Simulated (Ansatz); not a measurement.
`CS[SiH](Cl)Cl` and `C=C[SiH](Cl)Cl` differ in one atom or group.

Ansatz, PBE0-D4/def2-TZVP geometries, multiplicity 1. Each molecule was computed in one conformer, which needn't be the lowest.

```tsv
property	`CS[SiH](Cl)Cl`
LUMO energy (PBE0/def2-TZVPP) / eV	-0.45
LUMO energy (ωB97M-V/def2-TZVPP) / eV	1.51
HOMO energy (PBE/def2-TZVPP) / eV	-6.27
size of the dipole moment (PBE/def2-TZVPP) / D	1.32
HOMO energy (PBE0/def2-TZVPP) / eV	-7.50
HOMO–LUMO gap (ωB97M-V/def2-TZVPP) / eV	11.18
```

(1) What does the change do to each property? (Estimate.)

Answers

(1) Ansatz gave: 
```tsv
property	`C=C[SiH](Cl)Cl`	shift
LUMO energy (PBE0/def2-TZVPP) / eV	-1.08	-0.63
LUMO energy (ωB97M-V/def2-TZVPP) / eV	1.05	-0.46
HOMO energy (PBE/def2-TZVPP) / eV	-7.36	-1.09
size of the dipole moment (PBE/def2-TZVPP) / D	2.10	0.78
HOMO energy (PBE0/def2-TZVPP) / eV	-8.54	-1.04
HOMO–LUMO gap (ωB97M-V/def2-TZVPP) / eV	11.82	0.64
```

With PBE0 the HOMO falls by 1.04 eV and the LUMO falls by 0.63 eV, so the gap widens by about 0.41 eV. PBE moves the HOMO by -1.09 eV and ωB97M-V by -1.10 eV. Dipoles are sizes alone; their direction can turn.
